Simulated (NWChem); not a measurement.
System meant: C₂H₅S, doublet; SMILES CC[S]

The following NWChem deck was run.

```
start job
memory heap 200 mb stack 900 mb global 1100 mb
geometry units angstroms noautoz
  C      0.385449    -1.590372     0.000000
  C     -0.610572    -0.434378     0.000000
  S      0.098861     1.226108     0.000000
  H      1.038882    -1.549979     0.894041
  H     -0.141979    -2.567630     0.000000
  H      1.038882    -1.549979    -0.894041
  H     -1.296907    -0.479581     0.878067
  H     -1.296907    -0.479581    -0.878067
end
basis spherical
  C library def2-svp
  S library def2-svp
  H library def2-svp
end
dft
  odft
  mult 3
  xc b3lyp
  iterations 150
  mulliken
end
task dft energy
```

End of the output:

```
 ==============================================================================
                                 internuclear angles
 ------------------------------------------------------------------------------
        center 1       |       center 2       |       center 3       |  degrees
 ------------------------------------------------------------------------------
    2 C                |   1 C                |   4 H                |   110.93
    2 C                |   1 C                |   5 H                |   110.90
    2 C                |   1 C                |   6 H                |   110.93
    4 H                |   1 C                |   5 H                |   108.19
    4 H                |   1 C                |   6 H                |   107.57
    5 H                |   1 C                |   6 H                |   108.19
    1 C                |   2 C                |   3 S                |   116.12
    1 C                |   2 C                |   7 H                |   111.77
    1 C                |   2 C                |   8 H                |   111.77
    3 S                |   2 C                |   7 H                |   106.20
    3 S                |   2 C                |   8 H                |   106.20
    7 H                |   2 C                |   8 H                |   103.85
 ------------------------------------------------------------------------------
                            number of included internuclear angles:         12
 ==============================================================================

 Summary of "ao basis" -> "" (spherical)
 ------------------------------------------------------------------------------
       Tag                 Description            Shells   Functions and Types
 ---------------- ------------------------------  ------  ---------------------
 C                          def2-svp                 6       14   3s2p1d
 S                          def2-svp                 8       18   4s3p1d
 H                          def2-svp                 3        5   2s1p

                                 NWChem DFT Module
                                 -----------------

 Summary of "ao basis" -> "ao basis" (spherical)
 ------------------------------------------------------------------------------
       Tag                 Description            Shells   Functions and Types
 ---------------- ------------------------------  ------  ---------------------
 C                          def2-svp                 6       14   3s2p1d
 S                          def2-svp                 8       18   4s3p1d
 H                          def2-svp                 3        5   2s1p

      Symmetry analysis of basis
      --------------------------

        a'         47
        a"         24

  number of electrons :                   33
  multiplicity        :                    3
 ------------------------------------------------------------------------
  no. of electrons and multiplicity not compatible                  33
 ------------------------------------------------------------------------
 ------------------------------------------------------------------------
  current input line :
    25: task dft energy
 ------------------------------------------------------------------------
 ------------------------------------------------------------------------
 There is an error in the input file
 ------------------------------------------------------------------------
 For more information see the NWChem manual at https://nwchemgit.github.io

0: no. of electrons and multiplicity not compatible:Received an Error in Communication
```

Can this run be used? If not, why, and what is the fix?

The input was rejected before any calculation. Cause: the multiplicity doesn't fit the number of electrons (an even count wants an odd multiplicity, and the reverse). This input runs:
```
start job
memory heap 200 mb stack 900 mb global 1100 mb
geometry units angstroms noautoz
  C      0.385449    -1.590372     0.000000
  C     -0.610572    -0.434378     0.000000
  S      0.098861     1.226108     0.000000
  H      1.038882    -1.549979     0.894041
  H     -0.141979    -2.567630     0.000000
  H      1.038882    -1.549979    -0.894041
  H     -1.296907    -0.479581     0.878067
  H     -1.296907    -0.479581    -0.878067
end
basis spherical
  * library def2-svp
end
dft
  odft
  mult 2
  xc b3lyp
  iterations 150
  mulliken
end
task dft energy
```
It converges to -477.20734 Ha (B3LYP/def2-SVP, spin-unrestricted).
